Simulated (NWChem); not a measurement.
Program: NWChem. System: CH₃Si, charge 0, spin multiplicity 2, at a geometry optimised with UPBE0/def2-SVP. The structure started from a generated list of species. Its SCF solution wasn't tested for a lower state. Level: UPBE0/def2-TZVPD.

Part of the output:

```
             Northwest Computational Chemistry Package (NWChem) 7.3.0
             --------------------------------------------------------

                                NWChem Input Module
                                -------------------

 Scaling coordinates for geometry "geometry" by  1.889725989
 (inverse scale =  0.529177249)

                             Geometry "geometry" -> ""
                             -------------------------

 Output coordinates in angstroms (scale by  1.889725989 to convert to a.u.)

  No.       Tag          Charge          X              Y              Z
 ---- ---------------- ---------- -------------- -------------- --------------
    1 C                    6.0000     1.10055300    -0.08666100     0.00000000
    2 Si                  14.0000    -0.79374300     0.04615700     0.00000000
    3 H                    1.0000     1.53748400    -0.54985400     0.90079100
    4 H                    1.0000     1.43411200     0.97347900     0.00000000
    5 H                    1.0000     1.53748400    -0.54985400    -0.90079100

 Effective nuclear repulsion energy (a.u.)      41.7492891981

            Nuclear Dipole moment (a.u.)
            ----------------------------
        X                 Y               Z
 ---------------- ---------------- ----------------
    -0.0000075589     0.0000056692     0.0000000000


 Summary of "ao basis" -> "" (spherical)
 ------------------------------------------------------------------------------
       Tag                 Description            Shells   Functions and Types
 ---------------- ------------------------------  ------  ---------------------
 *                         def2-tzvpd                 on all atoms

                                 NWChem DFT Module
                                 -----------------

 Summary of "ao basis" -> "ao basis" (spherical)
 ------------------------------------------------------------------------------
       Tag                 Description            Shells   Functions and Types
 ---------------- ------------------------------  ------  ---------------------
 C                         def2-tzvpd               13       37   6s3p3d1f
 Si                        def2-tzvpd               15       43   6s5p3d1f
 H                         def2-tzvpd                5        9   3s2p

 Summary of "ao basis" -> "ao basis" (spherical)
 ------------------------------------------------------------------------------
       Tag                 Description            Shells   Functions and Types
 ---------------- ------------------------------  ------  ---------------------
 C                         def2-tzvpd               13       37   6s3p3d1f
 Si                        def2-tzvpd               15       43   6s5p3d1f
 H                         def2-tzvpd                5        9   3s2p

            General Information
            -------------------
          SCF calculation type: DFT
          Wavefunction type:  spin polarized.
          No. of atoms     :     5
          No. of electrons :    23
           Alpha electrons :    12
            Beta electrons :    11
          Charge           :     0
          Spin multiplicity:     2
          Use of symmetry is: off; symmetry adaption is: off
          Maximum number of iterations: 100
          AO basis - number of functions:   107
                     number of shells:    43
          Convergence on energy requested:  1.00D-06
          Convergence on density requested:  1.00D-05
          Convergence on gradient requested:  5.00D-04

              XC Information
              --------------
                         PBE0 Method XC Functional
                     Hartree-Fock (Exact) Exchange  0.250
          PerdewBurkeErnzerhof Exchange Functional  0.750
            Perdew 1991 LDA Correlation Functional  1.000 local
           PerdewBurkeErnz. Correlation Functional  1.000 non-local

             Grid Information
             ----------------
          Grid used for XC integration:  medium
          Radial quadrature: Mura-Knowles
          Angular quadrature: Lebedev.
          Tag              B.-S. Rad. Rad. Pts. Rad. Cut. Ang. Pts.
          ---              ---------- --------- --------- ---------
[...]
   Bfn.  Coefficient  Atom+Function         Bfn.  Coefficient  Atom+Function
  ----- ------------  ---------------      ----- ------------  ---------------
     9      0.317617  1 C  pz                12      0.244266  1 C  pz
    15      0.220769  1 C  pz                82      0.211668  3 H  s
   100     -0.211669  5 H  s                 81      0.141955  3 H  s
    99     -0.141956  5 H  s                 83     -0.066334  3 H  s
   101      0.066334  5 H  s                 55      0.049119  2 Si pz

 Vector   10  Occ=1.000000D+00  E=-4.170355D-01
              MO Center=  1.0D+00,  1.5D-01,  1.6D-06, r^2= 1.6D+00
   Bfn.  Coefficient  Atom+Function         Bfn.  Coefficient  Atom+Function
  ----- ------------  ---------------      ----- ------------  ---------------
     8      0.292662  1 C  py                91      0.255090  4 H  s
    11      0.230073  1 C  py                41     -0.211427  2 Si s
    14      0.184711  1 C  py                90      0.169086  4 H  s
    40      0.124630  2 Si s                 42     -0.117674  2 Si s
    82     -0.085427  3 H  s                100     -0.085426  5 H  s

 Vector   11  Occ=1.000000D+00  E=-2.629636D-01
              MO Center= -5.9D-01,  5.0D-02,  1.3D-08, r^2= 2.7D+00
   Bfn.  Coefficient  Atom+Function         Bfn.  Coefficient  Atom+Function
  ----- ------------  ---------------      ----- ------------  ---------------
    42      0.381670  2 Si s                 41      0.344910  2 Si s
    53     -0.334143  2 Si px                 7      0.240664  1 C  px
     5      0.235724  1 C  s                 10      0.206976  1 C  px
    40     -0.199806  2 Si s                 13      0.187564  1 C  px
     4     -0.139026  1 C  s                 56     -0.129292  2 Si px

 Vector   12  Occ=0.000000D+00  E=-8.532863D-02
              MO Center= -7.8D-01,  3.6D-02, -6.3D-09, r^2= 3.0D+00
   Bfn.  Coefficient  Atom+Function         Bfn.  Coefficient  Atom+Function
  ----- ------------  ---------------      ----- ------------  ---------------
    57      0.534062  2 Si py                54      0.478521  2 Si py
    45     -0.160114  2 Si py                51      0.155889  2 Si py
    14     -0.109519  1 C  py                91     -0.090047  4 H  s
    48     -0.077291  2 Si py                96     -0.071209  4 H  px
     8     -0.058690  1 C  py                90     -0.052077  4 H  s

 Vector   13  Occ=0.000000D+00  E=-5.203193D-02
              MO Center= -7.7D-01,  5.4D-02, -1.5D-08, r^2= 3.2D+00
   Bfn.  Coefficient  Atom+Function         Bfn.  Coefficient  Atom+Function
  ----- ------------  ---------------      ----- ------------  ---------------
    58      0.575337  2 Si pz                55      0.422033  2 Si pz
    52      0.159002  2 Si pz                46     -0.154934  2 Si pz
    15     -0.121030  1 C  pz                82     -0.076366  3 H  s
   100      0.076366  5 H  s                 49     -0.074553  2 Si pz
    87     -0.067614  3 H  px               105      0.067614  5 H  px

 Vector   14  Occ=0.000000D+00  E= 1.265804D-02
              MO Center=  1.2D+00,  1.0D-02, -2.9D-08, r^2= 8.4D+00
   Bfn.  Coefficient  Atom+Function         Bfn.  Coefficient  Atom+Function
  ----- ------------  ---------------      ----- ------------  ---------------
     5      4.926247  1 C  s                  6      2.380197  1 C  s
    92     -2.073315  4 H  s                 83     -1.558258  3 H  s
   101     -1.558259  5 H  s                 42     -1.279355  2 Si s
     4     -0.603322  1 C  s                 97      0.580447  4 H  py
    56     -0.560179  2 Si px                89      0.395345  3 H  pz

   alpha - beta orbital overlaps
   -----------------------------

   alpha      1      2      3      4      5      6      7      8      9     10
    beta      1      2      3      4      6      5      7      8      9     10
 overlap   1.000  1.000  1.000  1.000  1.000  1.000  1.000  0.981  0.999  0.985

   alpha     11     12     13     14     15     16     17     18     19     20
    beta     11     13     12     14     15     16     17     18     19     20
 overlap   0.995  0.992  0.999  0.994  0.996  0.796  0.916  0.752  0.914  0.895

   alpha     21     22     23     24     25     26     27     28     29     30
    beta     22     21     23     24     25     26     28     27     29     30
 overlap   0.994  0.988  0.992  0.752  0.749  0.937  0.934  0.998  0.972  0.946

   alpha     31     32     33     34     35     36     37     38     39     40
    beta     32     31     35     33     34     36     37     38     39     41
 overlap   0.983  0.980  0.983  0.999  0.929  0.807  0.980  0.812  0.982  0.992

   alpha     41     42     43     44     45     46     47     48     49     50
    beta     40     42     43     44     45     47     46     49     48     50
 overlap   0.995  0.969  0.990  0.989  0.995  0.991  0.994  0.993  0.995  0.998

   alpha     51     52     53     54     55     56     57     58     59     60
    beta     51     53     52     54     55     56     57     58     59     60
 overlap   0.999  0.999  0.977  0.977  0.999  0.998  0.989  0.946  0.945  0.991

   alpha     61     62     63     64     65     66     67     68     69     70
    beta     61     62     63     64     65     67     66     68     69     70
 overlap   0.988  0.997  0.966  0.971  0.999  0.992  0.988  0.992  0.991  0.989

   alpha     71     72     73     74     75     76     77     78     79     80
    beta     71     72     73     74     75     76     77     78     79     80
 overlap   0.988  0.999  1.000  1.000  1.000  0.999  1.000  1.000  1.000  1.000

   alpha     81     82     83     84     85     86     87     88     89     90
    beta     81     82     83     84     85     86     87     88     89     90
 overlap   1.000  1.000  1.000  1.000  1.000  1.000  1.000  1.000  1.000  1.000

   alpha     91     92     93     94     95     96     97     98     99    100
    beta     91     92     93     94     95     96     97     98     99    100
 overlap   1.000  1.000  1.000  1.000  1.000  1.000  1.000  1.000  1.000  1.000

   alpha    101    102    103    104    105    106    107
    beta    101    102    104    103    105    106    107
 overlap   1.000  1.000  1.000  1.000  1.000  1.000  1.000

     --------------------------
     Expectation value of S2:
     --------------------------
      <S2> =      0.7582 (Exact =     0.7500)

 center of mass
 --------------
 x =  -0.19580421 y =   0.00545741 z =   0.00000000

 moments of inertia (a.u.)
 ------------------
          11.960929235157           8.762069748168           0.000000000000
           8.762069748168         143.457584994696           0.000000000000
           0.000000000000           0.000000000000         143.737222588691

     Multipole analysis of the density
     ---------------------------------

     L   x y z        total         alpha         beta         nuclear
     -   - - -        -----         -----         ----         -------
     0   0 0 0     -0.000000    -12.000000    -11.000000     23.000000

     1   1 0 0      0.471643      0.916373     -0.444723     -0.000008
     1   0 1 0     -0.036459     -0.063048      0.026584      0.000006
     1   0 0 1     -0.000000      0.000000     -0.000000      0.000000

     2   2 0 0    -17.239384    -51.441848    -47.475219     81.677683
     2   1 1 0      0.407386      2.825384      2.509609     -4.927607
     2   1 0 1      0.000000      0.000000      0.000000      0.000000
     2   0 2 0    -13.826928    -10.640209     -8.997653      5.810934
     2   0 1 1      0.000003      0.000003     -0.000000      0.000000
     2   0 0 2    -16.907988    -14.187096     -8.516190      5.795298

 Task  times  cpu:       10.0s     wall:       10.0s

 Total times  cpu:       10.0s     wall:       10.0s
```

Write an NWChem input that would produce this output.

This is not unique; one that fits is 
```
start mol
memory heap 200 mb stack 900 mb global 1100 mb
geometry units angstroms nocenter noautoz noautosym
  C      1.100553    -0.086661     0.000000
  Si    -0.793743     0.046157     0.000000
  H      1.537484    -0.549854     0.900791
  H      1.434112     0.973479     0.000000
  H      1.537484    -0.549854    -0.900791
end
basis spherical
  * library def2-tzvpd
end
dft
  xc pbe0
  odft
  mult 2
  semidirect memsize 60000000 filesize 0
  iterations 100
end
task dft energy
```
